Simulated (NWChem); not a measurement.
# C₂H₄BFO₂; SMILES FB1OCCO1

```xyz
10

F      0.0000     0.0000    -2.0972
B      0.0000     0.0000    -0.7737
O      0.0418    -1.1533    -0.0392
C     -0.0597    -0.7752     1.3409
C      0.0597     0.7752     1.3409
O     -0.0418     1.1533    -0.0392
H     -1.0245    -1.1186     1.7311
H      0.7387    -1.2622     1.9088
H      1.0245     1.1186     1.7311
H     -0.7387     1.2622     1.9088
```
Atoms are numbered in this order, from 1.

Results from NWChem. Medium grid unless said otherwise, to which SCAN and Minnesota functionals are sensitive. All runs use the structure optimised with B3LYP/6-31G* (spherical d). Total energies of different functionals are on different scales.

| level | energy (Ha) | highest occupied level (eV) | orbital gap (eV) | dipole (D) |
|---|---|---|---|---|
| PBE/def2-TZVP | -353.6571 | -6.82 | 6.55 | 3.18 |
| B3LYP/def2-TZVP | -354.0609 | … | … | 3.37 |
| PBE0/def2-TZVP | -353.6726 | -8.39 | 9.00 | 3.33 |
| CAM-B3LYP/def2-TZVP | -353.9316 | -9.87 | 11.23 | 3.46 |
| LDA (Slater exchange, VWN5)/def2-TZVP | -351.3695 | -6.96 | 6.46 | 3.33 |
| M06-2X/def2-TZVP | -353.9287 | -9.96 | 11.08 | 3.45 |

Q: Complete the blanks.

A: 
- B3LYP/def2-TZVP, highest occupied level (eV): -8.17
- B3LYP/def2-TZVP, orbital gap (eV): 8.44
